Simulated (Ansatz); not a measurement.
Relaxation of C₄H₉FSi (15 atoms, charge 0, multiplicity 1), to a largest force component of 0.015 eV/Å in at most 40 steps.

All numbers below come from RKS PBE/STO-3G in Ansatz.

```xyz
15
Properties=species:S:1:pos:R:3
C 0.842 -2.636 -0.132
C 0.693 -1.106 -0.261
C 0.100 -0.319 0.659
Si 0.046 1.521 0.616
C -1.244 2.067 -0.667
F -0.551 1.994 2.061
H 0.302 -3.062 -0.979
H 0.390 -2.947 0.778
H 1.848 -2.882 -0.128
H 1.126 -0.671 -1.142
H -0.296 -0.751 1.597
H 1.319 2.132 0.387
H -1.397 3.190 -0.655
H -0.961 1.791 -1.639
H -2.238 1.630 -0.463
```

Task: Where does it end, and by what steps?

Result: The run converged. Limits of this set-up: minimal basis. After 24 steps the energy has fallen by 0.472 eV; H11 moved furthest, 0.96 Å.

```json
{"step": "0", "energy less start (eV)": "0.0000", "largest force component (eV/Å)": "3.179", "accepted": "yes"}
{"step": "1", "energy less start (eV)": "-0.3908", "largest force component (eV/Å)": "0.812", "accepted": "yes"}
{"step": "2", "energy less start (eV)": "-0.4073", "largest force component (eV/Å)": "0.516", "accepted": "yes"}
{"step": "3", "energy less start (eV)": "-0.4232", "largest force component (eV/Å)": "0.198", "accepted": "yes"}
{"step": "4", "energy less start (eV)": "-0.4246", "largest force component (eV/Å)": "0.268", "accepted": "yes"}
{"step": "5", "energy less start (eV)": "-0.4324", "largest force component (eV/Å)": "0.069", "accepted": "yes"}
{"step": "6", "energy less start (eV)": "-0.4332", "largest force component (eV/Å)": "0.024", "accepted": "yes"}
{"step": "7", "energy less start (eV)": "-0.4347", "largest force component (eV/Å)": "0.053", "accepted": "yes"}
{"step": "8", "energy less start (eV)": "-0.4355", "largest force component (eV/Å)": "0.325", "accepted": "yes"}
{"step": "9", "energy less start (eV)": "-0.4425", "largest force component (eV/Å)": "0.097", "accepted": "yes"}
{"step": "10", "energy less start (eV)": "-0.4491", "largest force component (eV/Å)": "0.094", "accepted": "yes"}
{"step": "11", "energy less start (eV)": "-0.4425", "largest force component (eV/Å)": "0.467", "accepted": "no"}
{"step": "12", "energy less start (eV)": "-0.4552", "largest force component (eV/Å)": "0.084", "accepted": "yes"}
{"step": "13", "energy less start (eV)": "-0.4588", "largest force component (eV/Å)": "0.149", "accepted": "yes"}
{"step": "14", "energy less start (eV)": "-0.4608", "largest force component (eV/Å)": "0.165", "accepted": "yes"}
{"step": "15", "energy less start (eV)": "-0.4639", "largest force component (eV/Å)": "0.125", "accepted": "yes"}
{"step": "16", "energy less start (eV)": "-0.4676", "largest force component (eV/Å)": "0.105", "accepted": "yes"}
{"step": "17", "energy less start (eV)": "-0.4693", "largest force component (eV/Å)": "0.133", "accepted": "yes"}
{"step": "18", "energy less start (eV)": "-0.4693", "largest force component (eV/Å)": "0.172", "accepted": "no"}
{"step": "19", "energy less start (eV)": "-0.4708", "largest force component (eV/Å)": "0.053", "accepted": "yes"}
{"step": "20", "energy less start (eV)": "-0.4717", "largest force component (eV/Å)": "0.042", "accepted": "yes"}
{"step": "21", "energy less start (eV)": "-0.4721", "largest force component (eV/Å)": "0.032", "accepted": "yes"}
{"step": "22", "energy less start (eV)": "-0.4723", "largest force component (eV/Å)": "0.027", "accepted": "yes"}
{"step": "23", "energy less start (eV)": "-0.4723", "largest force component (eV/Å)": "0.032", "accepted": "no"}
{"step": "24", "energy less start (eV)": "-0.4724", "largest force component (eV/Å)": "0.011", "accepted": "yes"}
```

```xyz
15
Properties=species:S:1:pos:R:3
C 0.926 -2.674 -0.065
C 0.942 -1.142 -0.064
C -0.035 -0.353 0.429
Si 0.031 1.518 0.397
C -1.498 2.220 -0.463
F 0.114 2.110 1.941
H 0.993 -3.066 -1.101
H 0.001 -3.062 0.399
H 1.796 -3.075 0.494
H 1.846 -0.691 -0.520
H -0.917 -0.850 0.872
H 1.234 1.917 -0.339
H -1.476 3.322 -0.487
H -1.551 1.863 -1.505
H -2.428 1.913 0.044
```

Whether the end is a true minimum wasn't checked by a vibrational analysis.

Run time: 45 s on 1 thread of Intel(R) Xeon(R) 6975P-C (Granite Rapids), on a shared host, peak memory 0.15 GiB.
